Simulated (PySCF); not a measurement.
PySCF job for Hf(OH)4 (H4HfO4), SMILES [OH][Hf]([OH])([OH])[OH], multiplicity 1, B3LYP-D3(BJ)/def2-SVP. Geometry: B3LYP-D3(BJ)/def2-SVP. The multiplicity is an assumed one; other spin states were not compared. The isomer is the one that the SMILES or the coordinates give; other isomers of the formula were not compared. The def2 effective core potentials stand for the cores of Hf; spin–orbit coupling is left out. The values are those of a single conformer.

```python
import numpy as np
from pyscf import gto, scf, dft, df
from pyscf.hessian import thermo

mol = gto.M(
    atom='''
    Hf    0.00000000   -0.00000000    0.00000000
    O     1.12039086    1.12039086   -1.12039086
    H     1.67220878    1.67220878   -1.67220877
    O    -1.12039086    1.12039086    1.12039086
    H    -1.67220878    1.67220878    1.67220878
    O    -1.12039086   -1.12039085   -1.12039086
    H    -1.67220877   -1.67220878   -1.67220878
    O     1.12039086   -1.12039086    1.12039085
    H     1.67220878   -1.67220878    1.67220878
    ''',
    basis='def2-SVP',
    ecp={'Hf': 'def2-svp'},
    charge=0,
    spin=0,
    max_memory=1600,
    verbose=3,
)
mf = dft.RKS(mol, xc='b3lyp').density_fit(auxbasis='def2-universal-jkfit')
mf.disp = 'd3bj'
mf.grids.level = 3
mf.conv_tol = 1e-11
mf.max_cycle = 100
mf.kernel()

# [left out here: the lines that compute and print the analytic Hessian (its translational invariance restored by hand, since the grid's response is missing), thermochemistry and intensities]
```

Program output:

```
converged SCF energy = -351.375890587138

WARN: DFTD3 does not support analytical Hessian, using finite difference


WARN: Mole.unit (angstrom) is changed to Bohr

Mode                                 0                   1                   2
Irrep
Freq [cm^-1]                      161.5956            161.5958            161.5962
Reduced mass [au]                   1.1394              1.1394              1.1394
Force const [Dyne/A]                0.0175              0.0175              0.0175
Char temp [K]                     232.5001            232.5004            232.5010
Normal mode                   x     y     z       x     y     z       x     y     z
       0  Hf                 0.00 -0.00 -0.00   -0.00  0.00  0.00   -0.00 -0.00 -0.00
       1   O                 0.01 -0.04 -0.03   -0.04  0.02 -0.02   -0.01 -0.00 -0.02
       2   H                -0.09  0.43  0.34    0.44 -0.18  0.26    0.13  0.04  0.17
       3   O                 0.03  0.04 -0.01    0.01 -0.02  0.03   -0.03  0.00 -0.03
       4   H                -0.34 -0.43  0.09   -0.15  0.18 -0.32    0.28 -0.04  0.32
       5   O                -0.03 -0.00  0.03   -0.01 -0.01  0.02    0.03 -0.04  0.02
       6   H                 0.34  0.00 -0.34    0.15  0.11 -0.26   -0.28  0.45 -0.17
       7   O                -0.01  0.00  0.01    0.04  0.01 -0.03    0.01  0.04  0.03
       8   H                 0.09 -0.00 -0.09   -0.44 -0.11  0.32   -0.13 -0.45 -0.32
Mode                                 3                   4                   5
Irrep
Freq [cm^-1]                      162.5054            162.5064            162.5074
Reduced mass [au]                   2.2651              2.2651              2.2652
Force const [Dyne/A]                0.0352              0.0352              0.0352
Char temp [K]                     233.8091            233.8105            233.8119
Normal mode                   x     y     z       x     y     z       x     y     z
       0  Hf                 0.02 -0.01  0.02    0.00 -0.02 -0.01   -0.02 -0.01  0.02
       1   O                -0.08  0.02 -0.05   -0.02  0.07  0.07   -0.01 -0.04  0.01
       2   H                -0.31  0.09 -0.21   -0.06  0.29  0.24    0.04 -0.10 -0.01
       3   O                -0.05  0.01 -0.08    0.06  0.03 -0.02    0.03  0.08 -0.02
       4   H                -0.22  0.07 -0.30    0.19  0.15 -0.01    0.13  0.27 -0.10
       5   O                -0.03  0.08 -0.02   -0.06  0.03 -0.01    0.05  0.02 -0.08
       6   H                -0.13  0.27 -0.10   -0.20  0.15 -0.01    0.21  0.07 -0.31
       7   O                 0.00 -0.04  0.01    0.02  0.07  0.07    0.08  0.02 -0.05
       8   H                -0.04 -0.11 -0.01    0.06  0.29  0.25    0.31  0.10 -0.21
Mode                                 6                   7                   8
Irrep
Freq [cm^-1]                      176.0845            176.0845            247.7650
Reduced mass [au]                   7.1278              7.1278              1.0938
Force const [Dyne/A]                0.1302              0.1302              0.0396
Char temp [K]                     253.3464            253.3464            356.4787
Normal mode                   x     y     z       x     y     z       x     y     z
       0  Hf                 0.00  0.00  0.00   -0.00  0.00  0.00    0.00  0.00  0.00
       1   O                -0.05  0.10  0.05    0.08  0.00  0.09    0.01 -0.03 -0.02
       2   H                -0.06  0.12  0.06    0.10  0.00  0.10   -0.08  0.37  0.29
       3   O                 0.05  0.10 -0.05   -0.08  0.00 -0.09   -0.01 -0.03  0.02
       4   H                 0.06  0.12 -0.06   -0.10  0.00 -0.10    0.08  0.37 -0.29
       5   O                 0.05 -0.10  0.05   -0.08 -0.00  0.09   -0.01  0.03 -0.02
       6   H                 0.06 -0.12  0.06   -0.10 -0.00  0.10    0.08 -0.37  0.29
       7   O                -0.05 -0.10 -0.05    0.08 -0.00 -0.09    0.01  0.03  0.02
       8   H                -0.06 -0.12 -0.06    0.10 -0.00 -0.10   -0.08 -0.37 -0.29
Mode                                 9                  10                  11
Irrep
Freq [cm^-1]                      247.7651            272.1263            272.1271
Reduced mass [au]                   1.0938              1.6770              1.6770
Force const [Dyne/A]                0.0396              0.0732              0.0732
Char temp [K]                     356.4788            391.5292            391.5304
Normal mode                   x     y     z       x     y     z       x     y     z
       0  Hf                 0.00 -0.00 -0.00    0.01 -0.00  0.01    0.00 -0.01 -0.01
       1   O                -0.03  0.01 -0.02   -0.08  0.02 -0.05   -0.02  0.07  0.06
       2   H                 0.38 -0.12  0.26    0.36 -0.11  0.26    0.07 -0.35 -0.27
       3   O                 0.03  0.01  0.02   -0.05  0.01 -0.07    0.05  0.03 -0.01
       4   H                -0.38 -0.12 -0.26    0.27 -0.08  0.35   -0.19 -0.20 -0.01
       5   O                 0.03 -0.01 -0.02   -0.03  0.07 -0.02   -0.05  0.03 -0.00
       6   H                -0.38  0.12  0.26    0.18 -0.30  0.14    0.21 -0.21 -0.02
       7   O                -0.03 -0.01  0.02   -0.01 -0.03  0.00    0.01  0.07  0.06
       8   H                 0.38  0.12 -0.26    0.09  0.10  0.04   -0.05 -0.34 -0.28
Mode                                12                  13                  14
Irrep
Freq [cm^-1]                      272.1279            682.1741            682.1742
Reduced mass [au]                   1.6770              9.4891              9.4891
Force const [Dyne/A]                0.0732              2.6017              2.6017
Char temp [K]                     391.5314            981.4967            981.4967
Normal mode                   x     y     z       x     y     z       x     y     z
       0  Hf                -0.01 -0.00  0.01    0.00 -0.02  0.02    0.02 -0.01 -0.01
       1   O                 0.00 -0.03  0.00    0.08  0.09 -0.09   -0.05 -0.05  0.05
       2   H                -0.07  0.08  0.04    0.08  0.09 -0.09   -0.06 -0.04  0.05
       3   O                 0.03  0.07 -0.02    0.00  0.00 -0.01   -0.11  0.11  0.11
       4   H                -0.18 -0.31  0.15    0.00  0.00 -0.01   -0.11  0.11  0.11
       5   O                 0.05  0.02 -0.08   -0.01 -0.01 -0.02    0.00  0.01  0.01
       6   H                -0.26 -0.10  0.35   -0.01 -0.00 -0.02   -0.00  0.01  0.01
       7   O                 0.08  0.02 -0.05   -0.09  0.10 -0.10   -0.05  0.05 -0.05
       8   H                -0.36 -0.12  0.25   -0.09  0.10 -0.10   -0.06  0.05 -0.04
Mode                                15                  16                  17
Irrep
Freq [cm^-1]                      682.1742            714.6329           4003.7162
Reduced mass [au]                   9.4891              8.2470              1.0694
Force const [Dyne/A]                2.6017              2.4815             10.1002
Char temp [K]                     981.4968           1028.1976           5760.4562
Normal mode                   x     y     z       x     y     z       x     y     z
       0  Hf                 0.02  0.02  0.01   -0.00  0.00  0.00   -0.00 -0.00  0.00
       1   O                -0.05 -0.05  0.05    0.07  0.07 -0.07    0.03  0.03 -0.03
       2   H                -0.06 -0.06  0.04    0.07  0.07 -0.07   -0.47 -0.47  0.47
       3   O                 0.03 -0.03 -0.03   -0.07  0.07  0.07    0.02 -0.02 -0.02
       4   H                 0.02 -0.04 -0.04   -0.07  0.07  0.07   -0.24  0.24  0.24
       5   O                -0.11 -0.11 -0.11   -0.07 -0.07 -0.07    0.01  0.01  0.01
       6   H                -0.11 -0.11 -0.11   -0.07 -0.07 -0.07   -0.08 -0.08 -0.08
       7   O                -0.03  0.03 -0.03    0.07 -0.07  0.07   -0.01  0.01 -0.01
       8   H                -0.04  0.02 -0.03    0.07 -0.07  0.07    0.15 -0.15  0.15
Mode                                18                  19                  20
Irrep
Freq [cm^-1]                     4003.7164           4003.7166           4009.5009
Reduced mass [au]                   1.0694              1.0694              1.0715
Force const [Dyne/A]               10.1002             10.1003             10.1486
Char temp [K]                    5760.4564           5760.4567           5768.7791
Normal mode                   x     y     z       x     y     z       x     y     z
       0  Hf                -0.00  0.00  0.00    0.00 -0.00  0.00    0.00  0.00 -0.00
       1   O                -0.01 -0.01  0.01   -0.00 -0.00  0.00    0.02  0.02 -0.02
       2   H                 0.10  0.09 -0.10    0.02  0.02 -0.02   -0.28 -0.28  0.28
       3   O                 0.03 -0.03 -0.03   -0.01  0.01  0.01   -0.02  0.02  0.02
       4   H                -0.40  0.40  0.40    0.13 -0.13 -0.13    0.28 -0.28 -0.28
       5   O                -0.02 -0.02 -0.02   -0.02 -0.02 -0.02   -0.02 -0.02 -0.02
       6   H                 0.35  0.35  0.35    0.32  0.32  0.32    0.28  0.28  0.28
       7   O                 0.01 -0.01  0.01   -0.03  0.03 -0.03    0.02 -0.02  0.02
       8   H                -0.15  0.15 -0.15    0.43 -0.43  0.43   -0.28  0.28 -0.28
temperature 298.1500 [K]
pressure 101325.00 [Pa]
Rotational constants [GHz] 2.75840 2.75840 2.75840
Symmetry number 12
Zero-point energy (ZPE) 0.04879 [Eh]   128109.241 [J/mol]
                           tot       elec      trans        rot        vib
Entropy [J/mol/K]       393.320      0.000    177.433     92.847    123.040
Cv [J/mol/K]            138.652      0.000     12.472     12.472    113.709
Cp [J/mol/K]            146.967      0.000     20.786     12.472    113.709
Internal energy [J/mol]                      3718.434   3718.434 148454.093
Internal energy [Eh]   -351.31651  -351.37589
Enthalpy [J/mol]                             6197.391   3718.434 148454.093
Enthalpy [Eh]          -351.31557
Gibbs free energy [J/mol]                  -46704.212 -23963.931 111769.839
Gibbs free energy [Eh] -351.36024
mode   freq/cm-1   IR/(km/mol)
   1      161.60         0.000
   2      161.60         0.000
   3      161.60         0.000
   4      162.51        36.034
   5      162.51        36.032
   6      162.51        36.030
   7      176.08         0.000
   8      176.08         0.000
   9      247.76         0.000
  10      247.77         0.000
  11      272.13       430.099
  12      272.13       430.101
  13      272.13       430.104
  14      682.17       176.261
  15      682.17       176.261
  16      682.17       176.261
  17      714.63         0.000
  18     4003.72       300.597
  19     4003.72       300.598
  20     4003.72       300.598
  21     4009.50         0.000
max |gradient| / (hartree/bohr): 0.00011186926065383305
APT charges: [ 2.7596 -1.0731  0.383  -1.0731  0.383  -1.0731  0.383  -1.0731  0.383 ]
```

Self-consistency was reached.
